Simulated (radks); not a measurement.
Values are calculated unless marked as measured or tabulated.
Effect of the nuclear size on the krypton ion Kr+, [Ar] 3d10 4s2 4p5. Level of theory: Dirac Kohn-Sham, BLYP, spin-unpolarised, spherical densities, finite nucleus; open shells are shared between the two j in proportion to 2j + 1; Fermi nuclear charge, rms radius 4.1884 fm (a radial shooting solver on a logarithmic mesh with Libxc functionals). The rms radius is varied about that value; shifts are against it.

rms radius (fm),total energy shift (eV),density at nucleus (e/bohr^3),1s1/2 shift (meV),2s1/2 shift (meV),3s1/2 shift (meV),3p1/2 shift (meV),4s1/2 shift (meV)
3.4973,-0.190,5.015e+04,-80.8,-8.19,-1.30,0.123,-0.151
3.7947,-0.112,4.982e+04,-47.7,-4.83,-0.768,0.073,-0.089
4.1884,0,4.943e+04,0.000,0.000,0.000,0.000,0.000
4.5695,0.118,4.909e+04,50.3,5.10,0.809,-0.076,0.094
5.135,0.312,4.863e+04,132,13.4,2.13,-0.201,0.247

Slopes of the eigenvalues against <r^2> in GHz/fm^2, as finite differences over the two radii next to the reference (eigenvalue slopes, not the field-shift constants of lines): 1s1/2 3650, 2s1/2 370, 3s1/2 58.8, 3p1/2 -5.56, 4s1/2 6.83.
